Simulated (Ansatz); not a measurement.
Relaxation of H6OSn (8 atoms, charge 0, multiplicity 1), to a largest force component of 0.03 eV/Å in at most 50 steps.

These are results of RKS BHLYP/def2-SVP in Ansatz 0.2.0, not measurements.

```xyz
8
Properties=species:S:1:pos:R:3
Sn -0.437 -0.163 -0.436
H -0.009 0.769 2.326
H 0.996 -0.786 0.236
H -0.372 1.523 -0.678
H -0.831 -0.972 -1.894
O -1.905 -0.542 0.824
H -2.677 -0.936 0.424
H -0.662 0.477 2.344
```

Task: Where does it end, and by what steps?

Result: The forces met the threshold. The force dipped under the threshold on the way, but the program's further checks kept it going. After 24 steps the energy has fallen by 0.132 eV; H2 moved furthest, 1.62 Å.

```json
{"step": "0", "energy less start (eV)": "0.0000", "largest force component (eV/Å)": "1.496", "accepted": "yes"}
{"step": "1", "energy less start (eV)": "-0.0632", "largest force component (eV/Å)": "0.288", "accepted": "yes"}
{"step": "2", "energy less start (eV)": "-0.0817", "largest force component (eV/Å)": "0.048", "accepted": "yes"}
{"step": "3", "energy less start (eV)": "-0.0663", "largest force component (eV/Å)": "0.844", "accepted": "no"}
{"step": "4", "energy less start (eV)": "-0.0868", "largest force component (eV/Å)": "0.302", "accepted": "yes"}
{"step": "5", "energy less start (eV)": "-0.0896", "largest force component (eV/Å)": "0.443", "accepted": "yes"}
{"step": "6", "energy less start (eV)": "-0.0938", "largest force component (eV/Å)": "0.643", "accepted": "yes"}
{"step": "7", "energy less start (eV)": "-0.1070", "largest force component (eV/Å)": "0.231", "accepted": "yes"}
{"step": "8", "energy less start (eV)": "-0.1100", "largest force component (eV/Å)": "0.714", "accepted": "yes"}
{"step": "9", "energy less start (eV)": "-0.1127", "largest force component (eV/Å)": "0.138", "accepted": "yes"}
{"step": "10", "energy less start (eV)": "-0.1127", "largest force component (eV/Å)": "0.224", "accepted": "no"}
{"step": "11", "energy less start (eV)": "-0.1168", "largest force component (eV/Å)": "0.088", "accepted": "yes"}
{"step": "12", "energy less start (eV)": "-0.1222", "largest force component (eV/Å)": "0.076", "accepted": "yes"}
{"step": "13", "energy less start (eV)": "-0.1227", "largest force component (eV/Å)": "0.222", "accepted": "yes"}
{"step": "14", "energy less start (eV)": "-0.1250", "largest force component (eV/Å)": "0.123", "accepted": "yes"}
{"step": "15", "energy less start (eV)": "-0.1274", "largest force component (eV/Å)": "0.024", "accepted": "yes"}
{"step": "16", "energy less start (eV)": "-0.1290", "largest force component (eV/Å)": "0.161", "accepted": "yes"}
{"step": "17", "energy less start (eV)": "-0.1301", "largest force component (eV/Å)": "0.121", "accepted": "yes"}
{"step": "18", "energy less start (eV)": "-0.1301", "largest force component (eV/Å)": "0.151", "accepted": "yes"}
{"step": "19", "energy less start (eV)": "-0.1311", "largest force component (eV/Å)": "0.116", "accepted": "yes"}
{"step": "20", "energy less start (eV)": "-0.1317", "largest force component (eV/Å)": "0.015", "accepted": "yes"}
{"step": "21", "energy less start (eV)": "-0.1319", "largest force component (eV/Å)": "0.030", "accepted": "yes"}
{"step": "22", "energy less start (eV)": "-0.1320", "largest force component (eV/Å)": "0.048", "accepted": "yes"}
{"step": "23", "energy less start (eV)": "-0.1321", "largest force component (eV/Å)": "0.030", "accepted": "yes"}
{"step": "24", "energy less start (eV)": "-0.1322", "largest force component (eV/Å)": "0.006", "accepted": "yes"}
```

```xyz
8
Properties=species:S:1:pos:R:3
Sn -0.347 -0.313 -0.962
H -0.878 0.738 3.693
H 1.222 -0.864 -0.625
H -0.372 1.304 -1.508
H -1.181 -1.337 -2.045
O -1.252 -0.402 0.801
H -2.183 -0.190 0.791
H -0.904 0.434 3.002
```

Whether the end is a true minimum wasn't checked by a vibrational analysis.

The run took 54 s on 1 thread of Arm Neoverse V2, on a shared host, peak memory 0.13 GiB.
